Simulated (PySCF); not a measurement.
C₆ coefficients of unlike pairs at PBE

Calculated with PySCF 2.14 from the dipole response of each species, C₆(A,B) = (3/π) ∫ α_A(iu) α_B(iu) du, in atomic units, from isotropic polarisabilities. For ions this is the dispersion term alone; charge-induced terms of lower order in 1/R come first.

| species | configuration | basis | relativity | α (bohr³) | C₆ (like pair) |
| --- | --- | --- | --- | --- | --- |
| F⁺ | [He] 2s2 2p4 (3P) | dyall-acv3z (15s9p4d2f) | none | 1.858 | 3.494 |
| Mn³⁺ | [Ar] 3d4 (5D) | aug-cc-pVDZ (7s6p4d2f) | none | 1.915 | 4.443 |
| I⁺ | [Kr] 4d10 5s2 5p4 (3P) | aug-cc-pVQZ-PP with ECP28MDF (7s7p5d3f2g) | core potential | 20.66 | 177.1 |
| Sn⁺ | [Kr] 4d10 5s2 5p1 (2P) | x2c-TZVPPall with one added diffuse shell each of s, p, d, f type (9s7p5d3f) | spin-free X2C | 27.36 | 212.0 |

**Question.** Estimate C₆ for Sn⁺ with I⁺.

**Answer.** The integral gives 191.6. The combination rule 2 C_A C_B / (C_A α_B/α_A + C_B α_A/α_B) gives 190.3 and the geometric mean 193.8.

No spin-orbit coupling is included.

The other pairs:

```json
{"pair": "I⁺, F⁺", "C₆": "22.88"}
{"pair": "Sn⁺, Mn³⁺", "C₆": "25.66"}
{"pair": "Mn³⁺, F⁺", "C₆": "3.916"}
{"pair": "Sn⁺, F⁺", "C₆": "23.81"}
{"pair": "I⁺, Mn³⁺", "C₆": "24.72"}
```
